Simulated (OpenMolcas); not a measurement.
## 3s2 3p3 along the 15-electron sequence

```json
{
  "Program": "OpenMolcas 26.06",
  "Method": "SS-CASPT2, IPEA 0.25 Eh, imaginary shift 0.1 Eh",
  "Basis": "ANO-RCC-VTZP",
  "Scalar Hamiltonian": "DKH2, point nucleus",
  "Spin-orbit coupling": "RASSI with atomic mean-field integrals over the reference wave functions, term energies averaged over their components"
}
```

Active space for each ion: 3 electrons in 3 orbitals (3p); closed shells correlated by CASPT2: 2s 2p 3s.

Computed levels in cm-1 above 4S* 3/2:

```tsv
Level	P	S+	Cl2+	Ar3+
2D* 3/2	12020	15680	18910	22170
2D* 5/2	12030	15700	18960	22270
2P* 1/2	20290	26490	31910	37210
2P* 3/2	20300	26510	31980	37350
weight of 4S* in the lowest level (%)	100	100	100	100
```

Measured, with the error of the calculation in %. Measured levels: P, S+ from NIST Handbook of Basic Atomic Spectroscopic Data; Cl2+ from Moore, Atomic Energy Levels, vol. I, NSRDS-NBS 35 (1971 reprint of NBS Circular 467, 1949); Ar3+ from Saloman, J. Phys. Chem. Ref. Data 39, 033101 (2010).

| Level | P | S+ | Cl2+ | Ar3+ |
| --- | --- | --- | --- | --- |
| 2D* 3/2 | 11361 (+5.8) | 14853 (+5.5) | 18053 (+4.7) | 21091 (+5.1) |
| 2D* 5/2 | 11377 (+5.7) | 14885 (+5.5) | 18120 (+4.6) | 21220 (+5.0) |
| 2P* 1/2 | 18723 (+8.4) | 24525 (+8.0) | 29812 (+7.0) | 34855 (+6.8) |
| 2P* 3/2 | 18748 (+8.3) | 24572 (+7.9) | 29907 (+6.9) | 35032 (+6.6) |

2D* 3/2 changes by a factor of 1.84 over the same range, with steps per unit of Z of +3660, +3230, +3260 cm-1.

CASPT2 breaks the degeneracy within a term, and the mean is taken; among the terms shown or strongly mixed into the levels shown the widest spread is 250 cm-1 (3s2 3p3 2D*, Ar3+). With the s shell closed, the reference lacks s² → p² mixing. Computed and measured levels are paired by configuration, term and J; levels that our copy of the source lacks, or whose pairing is in doubt (as where it misses far off the trend of its configuration), stay unpaired and out of the deviations. Levels of configurations outside the active space are missing.

* marks odd parity.
